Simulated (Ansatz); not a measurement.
Start from `CC[CH2][ZnH]` and change one atom or group to get `CC[CH2][SnH3]`.

Ansatz, PBE0-D4/def2-TZVP geometries, multiplicity 1. Each molecule was computed in one conformer, which needn't be the lowest.

Elements past krypton have def2 core potentials. Scalar relativity is left out up to krypton.

```csv
property,`CC[CH2][ZnH]`
HOMO–LUMO gap (PBE/def2-TZVPP) / eV,4.81
LUMO energy (ωB97M-V/def2-TZVPP) / eV,0.94
HOMO energy (ωB97M-V/def2-TZVPP) / eV,-9.21
size of the dipole moment (PBE/def2-TZVPP) / D,0.80
size of the dipole moment (B3LYP/def2-TZVPP) / D,0.76
HOMO–LUMO gap (ωB97M-V/def2-TZVPP) / eV,10.15
```

(1) What does the change do to each property? (An estimate is asked.)

Results:

(1) Computed: 
```tsv
property	`CC[CH2][SnH3]`	shift
HOMO–LUMO gap (PBE/def2-TZVPP) / eV	6.29	1.48
LUMO energy (ωB97M-V/def2-TZVPP) / eV	1.63	0.69
HOMO energy (ωB97M-V/def2-TZVPP) / eV	-9.97	-0.76
size of the dipole moment (PBE/def2-TZVPP) / D	1.03	0.23
size of the dipole moment (B3LYP/def2-TZVPP) / D	1.00	0.24
HOMO–LUMO gap (ωB97M-V/def2-TZVPP) / eV	11.59	1.44
```

With PBE0 the HOMO falls by 0.80 eV and the LUMO rises by 0.72 eV, so the gap widens by about 1.52 eV. PBE moves the HOMO by -0.76 eV and ωB97M-V by -0.76 eV. Dipoles are sizes alone; their direction can turn.

B3LYP here is the variant with VWN-RPA as its local correlation; programs differ in this.
